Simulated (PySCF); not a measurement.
s to d promotion along the 5d series

Calculated with PySCF 2.14 from differences of total energies of unrestricted determinants, without spin-orbit coupling. Basis: aug-cc-pwCVDZ-PP with ECP60MDF, ECP. Energy of d^(n+1) s¹ above d^n s² in eV (negative where d^(n+1) s¹ lies lower), between high-spin terms; measured values are centres of gravity of the terms (NIST), left out for the 5d series, where spin-orbit coupling mixes the terms.

```
element                                   terms     UHF     LDA     PBE  r2SCAN    PBE0  MP2 (valence and next inner shell)  CCSD(T) (valence)  CCSD(T) (valence and next inner shell)
     Hf   4f14 5d2 6s2 (3F) → 4f14 5d3 6s1 (5F)   0.923   1.194   1.007   0.666   1.033                               1.553              1.650                                   1.712
     Ta   4f14 5d3 6s2 (4F) → 4f14 5d4 6s1 (6D)   0.233   0.507   0.364   0.155   0.370                               0.774              0.930                                   0.996
      W   4f14 5d4 6s2 (5D) → 4f14 5d5 6s1 (7S)  -1.160  -0.589  -0.812  -1.192  -0.861                              -0.532             -0.412                                  -0.289
     Ir   4f14 5d7 6s2 (4F) → 4f14 5d8 6s1 (4F)   0.225     n/a  -0.100     n/a  -0.101                               0.320              0.228                                   0.410
     Pt   4f14 5d8 6s2 (3F) → 4f14 5d9 6s1 (3D)  -0.277  -0.616  -0.566  -0.297  -0.575                              -0.308             -0.344                                  -0.157
     Au  4f14 5d9 6s2 (2D) → 4f14 5d10 6s1 (2S)  -1.762  -1.726  -1.758  -1.697  -1.839                              -1.642             -1.764                                  -1.508
```

Double-zeta sets are small for these d-shell correlation effects.
